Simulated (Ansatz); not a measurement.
Stepwise reaction of `[BH2][Ga]([BH2])[F]` with hydrogen, as a gas-phase model of exchange steps in deposition or etching. ΔE in kJ/mol; ΔG adds harmonic PBE0-D4 terms to CCSD(T)/CBS, at 1 bar.

Program: Ansatz. Geometries: PBE0-D4/def2-TZVP. ΔE: electronic, gas phase. CCSD(T)/CBS is the MP2 limit (def2-TZVPP, def2-QZVPP) plus CCSD(T) − MP2 in def2-TZVPP, frozen cores. This one scheme is used for every species. DFT in def2-TZVPP. B3LYP here is the variant with VWN-RPA as its local correlation; programs differ in this. For Ga outer-core shells are correlated without core-valence functions, which leaves a few kJ/mol of doubt a bond. Scalar relativity is left out up to krypton.

```
step                                  reaction  PBE-D4  B3LYP-D4  ωB97M-V  CCSD(T)/CBS  ΔG(400 K)
   2  `[BH2][GaH][F]` + H₂ → `[F][GaH2]` + BH₃   -16.6     -27.3    -29.8        -24.0      -22.7
```

Task: Give the row of step 1, `[BH2][Ga]([BH2])[F]` + H₂ → `[BH2][GaH][F]` + BH₃. (Estimate.)

Result: The calculation gave: 
```
step                                            reaction  PBE-D4  B3LYP-D4  ωB97M-V  CCSD(T)/CBS  ΔG(400 K)
   1  `[BH2][Ga]([BH2])[F]` + H₂ → `[BH2][GaH][F]` + BH₃   -18.8     -30.3    -32.7        -26.6      -29.8
```

Task: By hand: ΔE of the 2 steps together at CCSD(T)/CBS.

Result: (-26.6) + (-24.0) = -50.6 kJ/mol, or -25.3 kJ/mol a step.

In ΔE the steps differ by no more than 2.6 kJ/mol. All are downhill at CCSD(T)/CBS. ΔG lies between -29.8 and -22.7 kJ/mol a step. PBE-D4 differs from CCSD(T)/CBS by 7.4 to 7.8 kJ/mol a step. Isolated molecules leave out the surface, adducts and barriers. Largest T1 diagnostic: 0.014.
